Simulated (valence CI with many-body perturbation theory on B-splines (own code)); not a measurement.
## Zr XXVI: calculated level list

Computed by relativistic CI+MBPT: five valence electrons over a frozen Dirac-Fock core [Ne], radial functions for each j: 9 s, 9 p, 8 d, 6 f, 3 g, 1 h, with the one-electron correlation potential Σ1 (screened to all orders), the two-electron term Σ2, the three-electron term Σ3, Breit, model QED; selected single and double excitations, second order for the rest (own B-spline code, finite nucleus).

No measured levels were compared; by estimate levels of excited configurations hold to 0.05 to 0.15 % of their energy, terms of the ground configuration to about 0.5 %. Among the levels kept, up to 510 cm⁻¹ of a level comes from second order outside the variational space, and about a tenth of that is noise between levels of different J, which matters for small intervals.

Levels 1 to 45 of 48, with energies above the lowest level, 3s2 3p3 4S°_3/2. "Leading %" is the weight of the configuration and term that name the level; weights of strongly mixed levels are sums over their largest components and can fall short. In the jj column 3d3/2^4 stands for four electrons in 3d with j = 3/2.

```csv
No.,Configuration,Term,J,E (cm⁻¹),Leading %,Leading jj,Second component
1,3s2 3p3,4S°,3/2,0,52,3s^2 3p1/2^2 3p3/2 (88 %),30 % 3s2 3p3 2P°
2,3s2 3p3,2D°,3/2,123210,55,3s^2 3p1/2 3p3/2^2 (89 %),36 % 3s2 3p3 4S°
3,3s2 3p3,2D°,5/2,162570,98,3s^2 3p1/2 3p3/2^2 (98 %),
4,3s2 3p3,2P°,1/2,216160,97,3s^2 3p1/2 3p3/2^2 (97 %),
5,3s2 3p3,2P°,3/2,334310,60,3s^2 3p3/2^3 (94 %),27 % 3s2 3p3 2D°
6,3s 3p4,4P,5/2,645060,78,3s 3p1/2^2 3p3/2^2 (82 %),10 % 3s 3p4 2D
7,3s 3p4,4P,3/2,720560,56,3s 3p1/2^2 3p3/2^2 (45 %),14 % 3s 3p4 2D
8,3s 3p4,4P,1/2,738030,66,3s 3p1/2^2 3p3/2^2 (60 %),21 % 3s 3p4 2S
9,3s 3p4,4P,3/2,800950,28,3s 3p1/2 3p3/2^3 (45 %),19 % 3s 3p4 2D
10,3s 3p4,2D,5/2,852620,56,3s 3p1/2 3p3/2^3 (65 %),16 % 3s2 3p2 3d 2D
11,3s2 3p2 3d,4F,3/2,854070,39,3s^2 3p1/2^2 3d3/2 (45 %),28 % 3s 3p4 2D
12,3s2 3p2 3d,4F,5/2,883600,40,3s^2 3p1/2^2 3d5/2 (61 %),28 % 3s2 3p2 3d 4D
13,3s2 3p2 3d,2P,3/2,902240,36,3s^2 3p1/2 3p3/2 3d3/2 (55 %),18 % 3s 3p4 2P
14,3s2 3p2 3d,2P,1/2,909840,25,3s^2 3p1/2 3p3/2 3d3/2 (46 %),22 % 3s2 3p2 3d 4D
15,3s2 3p2 3d,2F,5/2,936680,62,3s^2 3p1/2 3p3/2 3d3/2 (85 %),30 % 3s2 3p2 3d 4F
16,3s2 3p2 3d,4F,7/2,958290,78,3s^2 3p1/2 3p3/2 3d5/2 (50 %),11 % 3s2 3p2 3d 2G
17,3s2 3p2 3d,4D,1/2,970050,63,3s^2 3p1/2 3p3/2 3d3/2 (48 %),15 % 3s 3p4 2S
18,3s2 3p2 3d,2F,7/2,970680,45,3s^2 3p1/2 3p3/2 3d5/2 (66 %),45 % 3s2 3p2 3d 4D
19,3s2 3p2 3d,4D,3/2,988570,61,3s^2 3p1/2 3p3/2 3d3/2 (32 %),11 % 3s2 3p2 3d 4F
20,3s2 3p2 3d,4F,9/2,1001900,67,3s^2 3p1/2 3p3/2 3d5/2 (86 %),31 % 3s2 3p2 3d 2G
21,3s2 3p2 3d,4D,5/2,1017400,40,3s^2 3p1/2 3p3/2 3d5/2 (67 %),25 % 3s2 3p2 3d 2F
22,3s2 3p2 3d,2P,1/2,1062500,34,3s^2 3p3/2^2 3d5/2 (47 %),30 % 3s 3p4 2S
23,3s2 3p2 3d,2G,7/2,1075900,59,3s^2 3p1/2 3p3/2 3d5/2 (43 %),16 % 3s2 3p2 3d 4D
24,3s 3p4,2P,3/2,1078100,38,3s 3p1/2^2 3p3/2^2 (27 %),18 % 3s2 3p2 3d 2P
25,3s2 3p2 3d,4P,5/2,1086000,57,3s^2 3p1/2 3p3/2 3d5/2 (35 %),15 % 3s2 3p2 3d 4D
26,3s2 3p2 3d,4P,3/2,1105300,44,3s^2 3p1/2 3p3/2 3d5/2 (38 %),32 % 3s2 3p2 3d 2P
27,3s2 3p2 3d,4P,1/2,1109600,46,3s^2 3p1/2 3p3/2 3d3/2 (79 %),21 % 3s2 3p2 3d 2S
28,3s2 3p2 3d,2F,7/2,1133500,48,3s^2 3p3/2^2 3d5/2 (91 %),33 % 3s2 3p2 3d 4D
29,3s2 3p2 3d,2D,3/2,1137000,71,3s^2 3p1/2 3p3/2 3d5/2 (55 %),10 % 3s2 3p2 3d 4P
30,3s2 3p2 3d,2G,9/2,1158200,67,3s^2 3p3/2^2 3d5/2 (86 %),31 % 3s2 3p2 3d 4F
31,3s2 3p2 3d,2D,5/2,1163200,60,3s^2 3p1/2 3p3/2 3d5/2 (45 %),34 % 3s2 3p2 3d 2F
32,3s 3p4,2P,1/2,1198300,41,3s 3p1/2 3p3/2^3 (32 %),25 % 3s2 3p2 3d 2P
33,3s2 3p2 3d,2P,1/2,1207200,76,3s^2 3p1/2 3p3/2 3d5/2 (48 %),10 % 3s2 3p2 3d 4P
34,3s2 3p2 3d,2D,3/2,1224800,48,3s^2 3p3/2^2 3d3/2 (64 %),16 % 3s2 3p2 3d 4P
35,3s2 3p2 3d,2D,5/2,1227400,42,3s^2 3p3/2^2 3d3/2 (50 %),18 % 3s2 3p2 3d 2F
36,3s2 3p2 3d,2F,7/2,1264600,87,3s^2 3p3/2^2 3d3/2 (64 %),8 % 3s2 3p2 3d 2G
37,3s2 3p2 3d,2D,5/2,1266000,86,3s^2 3p3/2^2 3d5/2 (88 %),8 % 3s2 3p2 3d 4D
38,3s2 3p2 3d,2P,3/2,1295500,56,3s^2 3p3/2^2 3d5/2 (40 %),22 % 3s2 3p2 3d 2D
39,3s2 3p2 3d,2S,1/2,1321200,40,3s^2 3p3/2^2 3d5/2 (35 %),16 % 3s 3p4 2S
40,3s2 3p2 3d,2D,3/2,1346100,80,3s^2 3p3/2^2 3d5/2 (46 %),9 % 3s2 3p2 3d 2P
41,3s2 3p2 3d,2D,5/2,1358100,58,3s^2 3p3/2^2 3d5/2 (74 %),33 % 3s2 3p2 3d 2F
42,3s 3p3 3d,6D°,1/2,1409600,85,3s 3p1/2^2 3p3/2 3d3/2 (54 %),11 % 3s 3p3 3d 4P°
43,3s 3p3 3d,6D°,3/2,1411300,81,3s 3p1/2^2 3p3/2 3d3/2 (54 %),7 % 3s 3p3 3d 4P°
44,3s 3p3 3d,6D°,5/2,1412200,75,3s 3p1/2^2 3p3/2 3d3/2 (53 %),8 % 3s 3p3 3d 4D°
45,3s 3p3 3d,6D°,7/2,1417400,73,3s 3p1/2^2 3p3/2 3d3/2 (35 %),11 % 3s 3p3 3d 4D°
```

Names give the largest LS component (configuration and term), which can be under half, so a name can repeat, a term be missing and a line seem to break the LS rules; names also repeat where a configuration has a term twice.

The ionisation energy to 3s2 3p2 3P_0 of the next ion comes out as 1266.6 eV (NIST: 1277 ± 5 eV (semi-empirical), further off than twice its uncertainty). All 48 levels together are meant to be complete up to 1494600 cm⁻¹.
